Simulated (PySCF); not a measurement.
# Structure from NMR data

The spectra below were simulated for a compound C₆H₁₂OSi₂.

1H NMR (600 MHz, computed): δ 4.94 (d, 2H), 4.89 (d, 2H), 2.48 (t, 1H), 2.32 (m, 1H), 2.13 (m, 2H), 2.10 (m, 1H), 1.91 (m, 1H), 1.87 (m, 2H).

13C{1H} NMR (computed): δ 104.7, 87.9, 25.5, 24.8 (2C), 21.9.

Single conformer, no solvent model, one averaged value for each set of equivalent atoms, no relativistic terms. Geometry from PBE0-D3(BJ)/def2-SVP; PBE0/pcSseg-1 with gauge-including orbitals; PySCF.

References, each an isolated molecule treated in the same way: TMS for 1H (σref 31.27) and 13C (σref 184.41).

**Question.** Which candidate is it?
A. C#C[SiH2]O[SiH2]C1CCC1
B. CC[Si]1(O)C=C[SiH2]C=C1
C. CC#C[Si@H](O[SiH3])C1CC1

**Answer.** A. 

1. Rings plus π bonds: 3 (1 ring in the answer).
2. 5 carbon signals for 6 carbons: some carbons are equivalent by symmetry or fast rotation.
3. Carbon types of the structure: 1 × C, 2 × CH, 3 × CH2, leaving 4 H on heteroatoms.
4. δC 104.7: terminal alkyne carbon; sp carbons lie upfield of alkene carbons because the cylindrical π system leaves one tensor component strongly shielded.
5. δC 87.9: alkyne carbon; the triple bond shields along its axis, which puts it between sp3 and sp2 carbons.
6. δC 25.5, 24.8: sp3 CH2 in a ring; aliphatic region, no heteroatom directly attached.
7. δH 4.94, 4.89: hydrogen on a silicon bonded to C, O.
8. δH 2.48: hydrogen on a terminal alkyne carbon; it lies on the axis of the triple bond, in its shielding cone.

The others: CC#C[Si@H](O[SiH3])C1CC1 would give 6 carbon signals, not 5; CC[Si]1(O)C=C[SiH2]C=C1 would give 4 carbon signals, not 5.

Shifts are as computed. Against solution values, carbons near 30 ppm lie about +2 ppm off and those near 130 ppm about +5 ppm. Of 1309 compounds with measured shifts, 239 miss one by over three times the rms of a fit or turn the order of signals round; such compounds aren't used in these exercises. No couplings were computed; multiplicities are counted from neighbouring protons, with m where these are inequivalent, close in shift, in a saturated or five-membered ring or joined by F or P, and br s for small geminal =CH2 splittings.
